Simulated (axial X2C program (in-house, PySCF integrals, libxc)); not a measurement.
BrNdBr: a free-ion multiplet in an axial field

Calculated with an axial X2C code built on PySCF integrals: two-component X2C with atomic mean-field Coulomb and Gaunt terms, basis Br dyall-v3z, Nd dyall-v3z (cores contracted in-house). Orbitals come from Hartree–Fock averaged over the configuration Nd f4 s0 d(πδ)0; CI then distributes these electrons over the f, s, d(πδ) shells of Nd.

Br–Nd–Br held linear, both bonds 2.898 Å.

Problem. Which level do Hund's rules give for f4, how many Ω levels does it split into, and what is its Landé factor?

Solution. S = 2, L = 6, J = 4 (5I4). It gives Ω = 0 to 4, 5 levels. gJ = 3/2 + [S(S+1) − L(L+1)]/[2J(J+1)] = 0.600, so g∥ = 2gJΩ.

The computed levels compare thus:

```tsv
Ω	energy (cm⁻¹)	g∥ computed	2gJΩ
0	0	0.00	0.00
1	48	1.51	1.20
2	154	2.77	2.40
3	267	3.89	3.60
4	566	5.48	4.80
```

The 5 lowest levels are just these Ω; they span 566 cm⁻¹, the lowest has Ω = 0, and the next level lies at 1128 cm⁻¹. Departures of g∥ from 2gJΩ come from intermediate coupling and from mixing with the higher-lying level J + 1 of the term. The computed g∥ is the magnitude of 2⟨Lz + ge Sz⟩.

There is no dynamic correlation: spin–orbit spacings and, for f shells, spacings inside one term are the most reliable numbers, splittings between terms come out too wide, and energies between configurations are not reliable, so the lowest level need not be the ground state of the molecule. At most 4 roots were kept for each Ω > 0 (twice that for Ω = 0) within 2.2 eV of the lowest, so higher up levels can be missing between those listed; levels with Ω > 0 are doubly degenerate and listed once, Ω = 0 levels singly. States that fill the shells left empty in the average are placed too high. The molecule was held linear; bending was not examined.
